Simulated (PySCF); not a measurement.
Be(Et) (C₂H₅Be), SMILES [Be+][CH2]C, charge +1. Atoms are numbered in the order given.

```xyz
8

Be    -0.6306     1.6872     0.0000
C      0.4345     0.3824     0.0000
C     -0.2004    -1.0069     0.0000
H      1.0639     0.5584     0.8832
H      1.0639     0.5584    -0.8832
H     -0.8087    -1.1868    -0.8860
H     -0.8087    -1.1868     0.8860
H      0.6071    -1.7448     0.0000
```
Charge +1, spin multiplicity 1.

The structure is a stationary point at PBE0-D3(BJ)/def2-TZVP. The multiplicity is an assumed one; other spin states were not compared. The isomer is the one that the SMILES or the coordinates give; other isomers of the formula were not compared.

Calculation: B3LYP/def2-TZVPD (PySCF).

Mulliken values depend strongly on the basis, most of all with diffuse functions as here. ESP charges are fitted to the potential on shells at 1.4 to 2.0 van der Waals radii. Atomic charges (e):

```json
[
 {"atom": "Be1", "IAO": "1.34", "Mulliken": "0.44", "ESP fit": "1.18"},
 {"atom": "C2", "IAO": "-0.80", "Mulliken": "0.31", "ESP fit": "-1.13"},
 {"atom": "C3", "IAO": "-0.42", "Mulliken": "-1.22", "ESP fit": "0.31"},
 {"atom": "H4", "IAO": "0.18", "Mulliken": "0.24", "ESP fit": "0.29"},
 {"atom": "H5", "IAO": "0.18", "Mulliken": "0.24", "ESP fit": "0.29"},
 {"atom": "H6", "IAO": "0.16", "Mulliken": "0.36", "ESP fit": "-0.02"},
 {"atom": "H7", "IAO": "0.16", "Mulliken": "0.36", "ESP fit": "-0.02"},
 {"atom": "H8", "IAO": "0.19", "Mulliken": "0.27", "ESP fit": "0.11"}
]
```
